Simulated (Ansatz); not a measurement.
Input for Ansatz (a first-principles code): R-wB97M-V/def2-TZVPP on CH5AlS (SMILES [CH3][AlH][SH]), a point of a torsion scan.

Ansatz 0.2 input:
```yaml
crystal:
  periodic: [false, false, false]
  atoms:
    - {symbol: C, position_ang: [-1.39988336, -0.18006342, 0.05801426]}
    - {symbol: Al, position_ang: [0.32849307, 0.73110393, -0.25585529]}
    - {symbol: S, position_ang: [0.86347955, 2.69823598, 0.56476319]}
    - {symbol: H, position_ang: [-2.24778880, 0.41261372, -0.30692362]}
    - {symbol: H, position_ang: [-1.45528359, -1.15632222, -0.43407150]}
    - {symbol: H, position_ang: [-1.58658227, -0.34668851, 1.12609472]}
    - {symbol: H, position_ang: [1.47462989, 0.14961605, -1.10968600]}
    - {symbol: H, position_ang: [2.05092410, 2.62553221, -0.03675333]}
basis:
  gaussian:
    orbitals: def2-TZVPP
hamiltonian:
  xc: {name: wB97M-V}
scf: {lower_state_search: off}
```

### Question
Predict the final total energy.

### Answer
-681.7435 hartree.

### Question
How many basis functions does it have, and what does it roughly cost on one machine?

### Answer
185 functions; very roughly 12 core-seconds.
